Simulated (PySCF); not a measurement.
Species: C3H7ClO2S.
SMILES with atom numbers: `[CH3:1][CH:2]([CH3:3])[S:4](=[O:5])(=[O:6])[Cl:7]` (hydrogens: H8, H9, H10 on C1; H11 on C2; H12, H13, H14 on C3)

The same species was optimised twice, with GFN2-xTB and with PBE0-D3(BJ)/def2-SVP (PySCF), and the same property calculations (PySCF, gas phase) were run on both structures.

| coordinate | GFN2-xTB | PBE0-D3(BJ)/def2-SVP | change |
| --- | --- | --- | --- |
| S4–Cl7 (Å) | 2.038 | 2.110 | +0.072 |
| S4=O5 (Å) | 1.428 | 1.448 | +0.020 |
| S4=O6 (Å) | 1.428 | 1.448 | +0.020 |
| C1–C2 (Å) | 1.507 | 1.515 | +0.008 |
| C2–C3 (Å) | 1.506 | 1.514 | +0.008 |
| C2–S4 (Å) | 1.821 | 1.813 | -0.008 |
| C3–C2–S4 (°) | 106.4 | 110.4 | +4.0 |
| C1–C2–S4 (°) | 106.6 | 110.5 | +3.9 |
| O5–S4–O6 (°) | 118.4 | 121.6 | +3.2 |
| C2–S4–Cl7 (°) | 102.4 | 100.7 | -1.7 |
| C2–S4–O6 (°) | 111.0 | 109.4 | -1.6 |
| C2–S4–O5 (°) | 111.0 | 109.5 | -1.5 |
| O5–S4–Cl7 (°) | 106.3 | 106.8 | +0.5 |
| C1–C2–C3 (°) | 116.1 | 115.7 | -0.4 |
| C1–C2–S4–O5 (°) | 175 | 177 | +2 |

Rotational constants: A = 2184, B = 1710, C = 1582 MHz (GFN2-xTB) against A = 2095, B = 1648, C = 1513 MHz (PBE0-D3(BJ)/def2-SVP). Point groups within 0.08 Å: Cs and Cs.

On the GFN2-xTB structure: HOMO (eV) -8.98 [PBE0/pcSseg-1]; LUMO (eV) -1.32 [PBE0/pcSseg-1]; dipole (D) 4.54 [PBE0/pcSseg-1]; GIAO shielding of C1/C3 (mean) (ppm) 169.3 [PBE0/pcSseg-1]; GIAO shielding of C2 (ppm) 114.9 [PBE0/pcSseg-1]; GIAO shielding of S4 (ppm) 127.5 [PBE0/pcSseg-1]; GIAO shielding of O5/O6 (mean) (ppm) 42.2 [PBE0/pcSseg-1]; GIAO shielding of Cl7 (ppm) 455.1 [PBE0/pcSseg-1].

Task: What do these properties become on the PBE0-D3(BJ)/def2-SVP structure?

Result: 
```json
{"property": "HOMO (eV)", "level": "PBE0/pcSseg-1", "on GFN2-xTB": "-8.98", "on PBE0-D3(BJ)/def2-SVP": "-9.06", "change": "-0.08"}
{"property": "LUMO (eV)", "level": "PBE0/pcSseg-1", "on GFN2-xTB": "-1.32", "on PBE0-D3(BJ)/def2-SVP": "-1.84", "change": "-0.52"}
{"property": "dipole (D)", "level": "PBE0/pcSseg-1", "on GFN2-xTB": "4.54", "on PBE0-D3(BJ)/def2-SVP": "4.50", "change": "-0.04"}
{"property": "energy, GFN2-xTB geometry as zero (kcal/mol)", "level": "PBE0/pcSseg-1", "on GFN2-xTB": "0.0", "on PBE0-D3(BJ)/def2-SVP": "-4.4", "change": "-4.4"}
{"property": "GIAO shielding of C1/C3 (mean) (ppm)", "level": "PBE0/pcSseg-1", "on GFN2-xTB": "169.3", "on PBE0-D3(BJ)/def2-SVP": "166.8", "change": "-2.5"}
{"property": "GIAO shielding of C2 (ppm)", "level": "PBE0/pcSseg-1", "on GFN2-xTB": "114.9", "on PBE0-D3(BJ)/def2-SVP": "111.7", "change": "-3.2"}
{"property": "GIAO shielding of S4 (ppm)", "level": "PBE0/pcSseg-1", "on GFN2-xTB": "127.5", "on PBE0-D3(BJ)/def2-SVP": "103.1", "change": "-24.4"}
{"property": "GIAO shielding of O5/O6 (mean) (ppm)", "level": "PBE0/pcSseg-1", "on GFN2-xTB": "42.2", "on PBE0-D3(BJ)/def2-SVP": "9.7", "change": "-32.5"}
{"property": "GIAO shielding of Cl7 (ppm)", "level": "PBE0/pcSseg-1", "on GFN2-xTB": "455.1", "on PBE0-D3(BJ)/def2-SVP": "386.7", "change": "-68.4"}
```

The heavy atoms differ by 0.050 Å rms after alignment. Among bonds between heavy atoms S4–Cl7 changes most (+0.072 Å). Changes are differences of the printed values. Neither structure is proved a minimum here.

The values belong to the conformer `[CH3:1][CH:2]([CH3:3])[S:4](=[O:5])(=[O:6])[Cl:7]`: C1–C2–S4–O5 177°.
